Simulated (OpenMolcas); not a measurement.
## 4d2 along the 38-electron sequence

* Program: OpenMolcas 26.06
* Method: SS-CASPT2, IPEA 0.25 Eh, imaginary shift 0.1 Eh
* Basis: ANO-RCC-VTZP
* Scalar Hamiltonian: DKH2, point nucleus
* Spin-orbit coupling: state interaction with AMFI integrals over the reference wave functions, term energies averaged over their components

Active space for each ion: 2 electrons in 10 orbitals (4d 5d); closed shells correlated by CASPT2: 4s 4p.

Computed levels in cm-1 above 3F2:

```tsv
Level	Mo4+	Tc5+	Ru6+	Rh7+
3F3	1531	2100	2750	3560
3F4	3270	4420	5720	7280
1D2	10170	11710	13230	14910
3P0	11820	13100	14380	15800
3P1	12430	13960	15560	17370
3P2	13840	16010	18350	21090
1G4	17090	19310	21690	24290
1S0	38420	43530	48820	54030
weight of 3F in the lowest level (%)	98	98	97	96
```

Mixed levels, with the weight of the term that names them: Ru6+ 1D2 (73 %), Rh7+ 1D2 (69 %), Rh7+ 3P2 (72 %).

Measured, with the error of the calculation in %. Measured levels: Mo4+ from Sugar and Musgrove, J. Phys. Chem. Ref. Data 17, 155 (1988).

```tsv
Level	Mo4+
3F3	1578 (-2.9)
3F4	3357 (-2.6)
1D2	10190 (-0.2)
3P0	11161 (+5.9)
3P1	11807 (+5.3)
3P2	13408 (+3.2)
1G4	16354 (+4.5)
1S0	37738 (+1.8)
```

The fine-structure level 3F4 changes by a factor of 2.23 from Mo4+ to Rh7+. Its fourth root runs 7.56, 8.15, 8.70, 9.24, with steps per unit of Z of 0.59, 0.54, 0.54; equal steps would mean a (Z - σ)^4 law with constant σ.

1D2 changes by a factor of 1.47 over the same range, with steps per unit of Z of +1540, +1520, +1680 cm-1.

Term energies are means over components that CASPT2 splits; among the terms shown or strongly mixed into the levels shown the widest spread is 870 cm-1 (4d2 3F, Ru6+). Active for correlation alone: 5d; no level in the range computed is led by a configuration that fills it, so any true level of that kind is missing. Computed and measured levels are paired by configuration, term and J; levels that our copy of the source lacks, or whose pairing is in doubt (as where it misses far off the trend of its configuration), stay unpaired and out of the deviations. Levels of configurations outside the active space are missing.
